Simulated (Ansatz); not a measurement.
Relative energies of CH4FSeSi isomers

2 of its isomers, all doublets with charge 0: A = `C[Se][SiH]F`; B = `C[Si](F)[SeH]`.

Shapes, held fixed at every level: PBE0-D4/def2-TZVP. Flexible molecules stand in one conformer, not always the lowest. Programs: Ansatz 0.2.0.

Electronic energies in kJ/mol, without zero-point or thermal terms.

```
               level                   kind  B − A
         HF/def2-SVP           Hartree–Fock  -57.4
       HF/def2-TZVPP           Hartree–Fock  -53.3
    SPW92/def2-TZVPP                    LDA  -59.0
r2SCAN-D4/def2-TZVPP               meta-GGA  -57.6
 BHLYP-D4/def2-TZVPP          global hybrid  -54.5
    CCSD(T)/def2-SVP  coupled cluster or CI  -56.4
       CCSD/def2-SVP  coupled cluster or CI  -57.6
  CCSD(T)/def2-TZVPP  coupled cluster or CI  -52.5
```

The highest level, CCSD(T)/def2-TZVPP, puts B lowest of these. All levels agree on that. The B − A difference spans -59.0 to -52.5 kJ/mol over the levels. Open shells run unrestricted unless RO is named. Relativity is left out for Se unless named. Correlated rows may include outer-core shells of Se, which these sets cover unevenly.
